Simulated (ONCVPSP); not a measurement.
## PBE ONCV dataset for tin (Sn), scalar-relativistic all-electron reference.

The input file (ONCVPSP 4.0.1):

```
# ATOM AND REFERENCE CONFIGURATION
# atsym  z   nc   nv     iexc    psfile
  Sn 50.00    8    3        4      upf
#
#   n    l    f
    1    0    2.00
    2    0    2.00
    2    1    6.00
    3    0    2.00
    3    1    6.00
    3    2   10.00
    4    0    2.00
    4    1    6.00
    4    2   10.00
    5    0    2.00
    5    1    2.00
#
# PSEUDOPOTENTIAL AND OPTIMIZATION
# lmax
    2
#
#   l,   rc,      ep,       ncon, nbas, qcut
    0    2.10    0.00    4    7    3.30
    1    1.90    0.00    4    8    4.30
    2    1.50    0.00    4    9   11.30
#
# LOCAL POTENTIAL
# lloc, lpopt,  rc(5),   dvloc0
    4    5    1.45    0.00
#
# VANDERBILT-KLEINMAN-BYLANDER PROJECTORs
# l, nproj, debl
    0    2    3.90
    1    1    0.90
    2    2    0.70
#
# MODEL CORE CHARGE
# icmod, fcfact, rcfact
    3    2.25    1.20
#
# LOG DERIVATIVE ANALYSIS
# epsh1, epsh2, depsh
   -2.00    5.00    0.02
#
# OUTPUT GRID
# rlmax, drl
    6.00    0.01
#
# TEST CONFIGURATIONS
# ncnf
    4
# nvcnf
#   n    l    f
    3
    4    2   10.00
    5    0    2.00
    5    1    1.00
#
    3
    4    2   10.00
    5    0    2.00
    5    1    0.00
#
    3
    4    2   10.00
    5    0    1.00
    5    1    0.00
#
    3
    4    2   10.00
    5    0    0.00
    5    1    0.00
#
```

Command:

```bash
oncvpsp.x < Sn.dat > Sn.out
```

The program printed (shortened: citation, most of the input echo, consistency checks and plot data are left out):

```
ONCVPSP  (Optimized Norm-Conservinng Vanderbilt PSeudopotential)
scalar-relativistic version 4.0.1

#   n    l    f        energy (Ha)
    1    0    2.00    -1.0662547E+03
    2    0    2.00    -1.6096598E+02
    2    1    6.00    -1.4449653E+02
    3    0    2.00    -3.1062333E+01
    3    1    6.00    -2.5680795E+01
    3    2   10.00    -1.7397997E+01
    4    0    2.00    -4.9218508E+00
    4    1    6.00    -3.2964217E+00
    4    2   10.00    -9.4956597E-01
    5    0    2.00    -3.8767815E-01
    5    1    2.00    -1.3576403E-01

Reference configufation results
  iterations    25
  all-electron total energy (Ha)   -6.17720227D+03

Begin loop to  construct optimized pseudo wave functions
and semi-local pseudopoentials for all angular momenta

   Wellstate for l =  0  n =  8
     eigenvalue =   3.5123
     asymptotic potential =   4.0123
     half-point radius =  4.1813

Calculating optimized projector #   1

 for l=   0

    Fraction of norm inside rc  0.408816
    Optimizing pswf for qcut=   3.30 a_B^-1,  ecut=   5.46 Ha
    Residual kinetic energy error=  2.07D-03 Ha

    Energy error per electron        Cutoff
         Ha          eV             Ha
         0.01000     0.27211        4.05
         0.00100     0.02721        7.73
         0.00010     0.00272       22.86
         0.00001     0.00027       27.93

Calculating optimized projector #   2

 for l=   0

    Fraction of norm inside rc  0.092480
    Optimizing pswf for qcut=   3.30 a_B^-1,  ecut=   5.46 Ha
    Residual kinetic energy error=  1.46D-01 Ha

    Energy error per electron        Cutoff
         Ha          eV             Ha
         0.01000     0.27211       11.77
         0.00100     0.02721       29.16
         0.00010     0.00272       36.22
         0.00001     0.00027       40.68

Calculating optimized projector #   1

 for l=   1

    Fraction of norm inside rc  0.118299
    Optimizing pswf for qcut=   4.30 a_B^-1,  ecut=   9.23 Ha
    Residual kinetic energy error=  4.68D-04 Ha

    Energy error per electron        Cutoff
         Ha          eV             Ha
         0.01000     0.27211        1.43
         0.00100     0.02721        5.23
         0.00010     0.00272       48.15
         0.00001     0.00027       59.44

WARNING wellstate: negative energy specified for n= 5 l=  2
WARNING scattering state with energy  0.25000000
WARNING will be used for the first projector

   Wellstate for l =  2  n =  5
     eigenvalue =   0.2500
     asymptotic potential =   0.7500
     half-point radius =  5.9216

Calculating optimized projector #   1

 for l=   2

    Fraction of norm inside rc  0.831494
    Optimizing pswf for qcut=  11.29 a_B^-1,  ecut=  63.77 Ha
    Residual kinetic energy error=  4.51D-08 Ha

    Energy error per electron        Cutoff
         Ha          eV             Ha
         0.01000     0.27211       33.01
         0.00100     0.02721       41.26
         0.00010     0.00272       47.99
         0.00001     0.00027       53.69

Calculating optimized projector #   2

 for l=   2

    Fraction of norm inside rc  0.034555
    Optimizing pswf for qcut=  11.29 a_B^-1,  ecut=  63.77 Ha
    Residual kinetic energy error=  6.74D-09 Ha

    Energy error per electron        Cutoff
         Ha          eV             Ha
         0.01000     0.27211       23.10
         0.00100     0.02721       33.16
         0.00010     0.00272       41.71
         0.00001     0.00027       48.80

Construct Vanderbilt / Kleinmman-Bylander projectors

B matrix Hermiticity error, ll=   0
   1   2    2.2356E-04

  Orthonormal projector coefficients  9.7035E+00  1.3668E+00

B matrix Hermiticity error, ll=   2
   1   2    1.0605E-04

  Orthonormal projector coefficients -4.1940E+00 -9.3536E-01

Model core correction analysis
  based on d2Exc/dn_idn_j

d2excae - all-electron derivatives

   -2.243287D-02   -6.464455D-03   -2.778166D-03
   -6.464000D-03   -2.582031D-02   -2.049518D-02
   -2.777884D-03   -2.049358D-02   -2.344437D-02

d2excps - pseudofunction derivatives with no core correction

   -3.541216D-02   -7.504662D-03   -3.103776D-03
   -7.504076D-03   -2.673858D-02   -2.091105D-02
   -3.103488D-03   -2.090972D-02   -2.362291D-02

rms 2nd derivative error    4.372373E-03

rmatch, rhocmatch    0.9002   13.7408

Teter function model core charge with specified parameters

d2excps - pseudofunction derivatives with core correction

   -3.081113D-02   -7.461367D-03   -3.085666D-03
   -7.460797D-03   -2.671850D-02   -2.090385D-02
   -3.085379D-03   -2.090251D-02   -2.362023D-02

rms 2nd derivative error    2.858585E-03

Pseudoatom total energy  -68.207597

Diagnostic tests using Vanderbilt-Kleinman-Bylander pseudopotentials
  1 or more projectors used as specified by nproj input data

   l    rcore       rmatch      e in        delta e   norm test  slope test

   0   2.1050504   2.1689643  -0.3876781  -0.0000019   0.9999976   1.0000122
   0   2.1050504   2.1689643   3.5123218   0.0000732   1.0001931   1.0001931

   1   1.9015022   1.9592359  -0.1357640   0.0000020   1.0000094   1.0000037

   2   1.5058287   1.5515489  -0.9495660  -0.0000113   1.0001685   1.0001834
   2   1.5058287   1.5515489   0.2500000  -0.0000053   1.0003171   1.0003171

 Testing for bound ghosts
   n   l    E NL Schr. Eq   E Basis Diag.   E Cutoff

   1   0       -0.387680       -0.385817     42.16

   2   1       -0.135762       -0.107596     60.67

   3   2       -0.949577       -0.949382    195.83

 Testing for highly-localized positive-energy ghosts
       l    <radius>/rc     E Basis Diag.   E Cutoff

       0        0.261921        0.550962     42.16  WARNING - GHOST(+)

       1        0.493367        0.229170     60.67  WARNING - GHOST(+)

Test configuration 0

   n   l     f        eae           eps        diff
   1   0  2.0000-1066.25467375
   2   0  2.0000 -160.96597558
   2   1  6.0000 -144.49652697
   3   0  2.0000  -31.06233310
   3   1  6.0000  -25.68079503
   3   2 10.0000  -17.39799707
   4   0  2.0000   -4.92185075
   4   1  6.0000   -3.29642165
   4   2 10.0000   -0.94956597   -0.94957731   -1.13D-05
   5   0  2.0000   -0.38767815   -0.38768006   -1.91D-06
   5   1  2.0000   -0.13576403   -0.13576206    1.97D-06

    Total energies and differences
      AE_ref= -6.17720227D+03  AE_tst= -6.17720227D+03  dif=  0.00D+00
      PS_ref= -6.82075970D+01  PS_tst= -6.82075970D+01  dif= -2.84D-14
      PSP excitation error=  2.84D-14

Test configuration 1

   n   l     f        eae           eps        diff
   1   0  2.0000-1066.55068153
   2   0  2.0000 -161.26053810
   2   1  6.0000 -144.79125816
   3   0  2.0000  -31.35649982
   3   1  6.0000  -25.97497354
   3   2 10.0000  -17.69213282
   4   0  2.0000   -5.21546190
   4   1  6.0000   -3.59004514
   4   2 10.0000   -1.24234697   -1.23928100    3.07D-03
   5   0  2.0000   -0.65457098   -0.65380058    7.70D-04
   5   1  1.0000   -0.37688501   -0.37652753    3.57D-04

    Total energies and differences
      AE_ref= -6.17720227D+03  AE_tst= -6.17694963D+03  dif=  2.53D-01
      PS_ref= -6.82075970D+01  PS_tst= -6.79550832D+01  dif=  2.53D-01
      PSP excitation error=  1.28D-04

Test configuration 2

   n   l     f        eae           eps        diff
   1   0  2.0000-1066.90399174
   2   0  2.0000 -161.61071842
   2   1  6.0000 -145.14177741
   3   0  2.0000  -31.70583312
   3   1  6.0000  -26.32432809
   3   2 10.0000  -18.04140377
   4   0  2.0000   -5.56333951
   4   1  6.0000   -3.93780369
   4   2 10.0000   -1.58788824   -1.58405947    3.83D-03
   5   0  2.0000   -0.95884427   -0.95830580    5.38D-04

    Total energies and differences
      AE_ref= -6.17720227D+03  AE_tst= -6.17643687D+03  dif=  7.65D-01
      PS_ref= -6.82075970D+01  PS_tst= -6.74422450D+01  dif=  7.65D-01
      PSP excitation error=  5.18D-05

Test configuration 3

psatom: WARNING lschvkbb convergence error n,l,iter=   1   0  41
ea(ii),et,emin,emax -1.052293E+00 -1.073817E+00 -1.073817E+00 -1.073817E+00
run_config: WARNING for fully non-local PS atom, stg. 1
 WARNING no output for configuration 4

Test configuration 4

psatom: WARNING lschvkbb convergence error n,l,iter=   2   1   4
ea(ii),et,emin,emax -1.470133E-01 -1.617147E-01 -1.617147E-01 -1.617147E-01
run_config: WARNING for fully non-local PS atom, stg. 1
 WARNING no output for configuration 5
```

The run took about 6.3 s on one core of a shared server CPU.
